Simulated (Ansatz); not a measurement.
Correlation energies of BH$_{4}$NSSi (`S[SiH]1BN1`) by basis set

```xyz
8

S    -0.8057    1.2080    1.7893
Si   -0.5891    0.1904   -0.0696
B     0.9541    0.3307   -1.2014
N     0.8602   -0.7504   -0.3433
H    -1.7454    0.3772    2.2711
H    -1.8502   -0.5365   -0.3477
H     1.7437    0.7279   -1.9945
H     1.4323   -1.5475   -0.1038
```

Charge 0, multiplicity 1. The geometry is a stationary point of PBE0-D4/def2-TZVP. It is one conformer, not always the lowest. Frozen core, restricted reference, Ansatz. CBS rows extrapolate triple and quadruple zeta; past MP2 they add the triple-zeta difference.

| basis | HF (Eh) | MP2 corr. |
| --- | --- | --- |
| def2-SVP | -767.67398 | -0.47342 |
| def2-TZVPP | -768.01124 | -0.59836 |
| def2-QZVPP | -768.03530 | -0.64419 |

(1) Estimate the CCSD correlation energy and the (T) correction in each basis where they were run (hartree).

Answers

(1) 
```json
{"basis": "def2-SVP", "CCSD corr.": "-0.51789", "(T)": "-0.01764"}
{"basis": "def2-TZVPP", "CCSD corr.": "-0.63983", "(T)": "-0.02983"}
{"basis": "CBS(def2)", "CCSD corr.": "-0.71960", "(T)": "as TZ"}
```
